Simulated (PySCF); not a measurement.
# Calculated NMR parameters of C=C(C)[Si@@H]([SiH3])[SiH2]P

```yaml
Formula: C3H13PSi3
SMILES: C=C(C)[Si@@H]([SiH3])[SiH2]P
Point_group_of_the_computed_structure: C1
Carbon_signals: 3
Proton_signals: 8
```

Numbering as in the mapped SMILES `[CH2:1]=[C:2]([CH3:3])[Si@@H:4]([SiH3:5])[SiH2:6][PH2:7]`. Hydrogens are named by the atom that carries them. Ha(C1) is cis to C3; Ha(Si6) is pro-R; Hb(Si6) is pro-S; Hb(C1) is trans to C3.

Level of theory: geometry from GFN2-xTB, σ from GIAO-PBE0/pcSseg-1, in PySCF 2.14 (no solvent, one averaged value for each set of equivalent atoms, one conformer, non-relativistic).

Shifts are taken against calculated references (same method and geometry level): TMS for 1H and 13C and 29Si; H3PO4 for 31P.

| carbon | δC, type | δH (multiplicity) | HMBC from (2–3 bonds) | span of the C tensor (ppm) |
| --- | --- | --- | --- | --- |
| C1 | 136.1, CH2 | Hb(C1) 5.69 (br s); Ha(C1) 6.09 (br s) | H(Si4), H(C3) | 201 |
| C2 | 149.9, C | – | Ha(C1), Hb(C1), H(Si4), Ha(Si6), Hb(Si6), H(Si5), H(C3) | 251 |
| C3 | 29.1, CH3 | 1.88 (s) | Ha(C1), Hb(C1), H(Si4) | 39 |

Other nuclei:
```csv
atoms,nucleus,environment,δ (ppm),σ (ppm)
H(Si4),1H,"hydrogen on a silicon bonded to C, 2 Si",4.23,27.49
Ha(Si6),1H,"hydrogen on a silicon bonded to P, Si",3.97,27.75
Hb(Si6),1H,"hydrogen on a silicon bonded to P, Si",3.93,27.79
H(Si5),1H,hydrogen on a silicon bonded to Si,3.56,28.16
H(P7),1H,hydrogen on a phosphorus bonded to Si,0.90,30.82
P7,31P,"phosphorus bonded to Si, 2 H",-311.9,630.2
Si4,29Si,"silicon bonded to C, 2 Si, H",-72.2,421.4
Si6,29Si,"silicon bonded to P, Si, 2 H",-90.1,439.3
Si5,29Si,"silicon bonded to Si, 3 H",-113.9,463.1
```

- δC 149.9: fully substituted alkene carbon; an sp2 carbon of a C=C bond.
- δC 136.1: terminal =CH2 carbon; the olefinic region.
- δC 29.1: allylic methyl carbon; aliphatic region, no heteroatom directly attached.
- δH 6.09, 5.69: hydrogen on a terminal =CH2 carbon; olefinic region.
- δH 1.88: hydrogen on an allylic methyl carbon; allylic position.

Splittings by 31P in the carbon and heteronuclear signals aren't shown, as no couplings were computed. Shifts are as computed. Against solution values, carbons near 30 ppm lie about +3 ppm off and those near 130 ppm about +5 ppm. Of 1211 compounds with measured shifts, 218 miss one by over three times the rms of a fit or turn the order of signals round; such compounds aren't used in these exercises. Experimental scales use liquid or dissolved standards, which lie at an offset from isolated H3PO4. Multiplicities follow the n + 1 count of equivalent neighbours, as no J values were calculated; m marks all less simple cases, F and P coupling included.
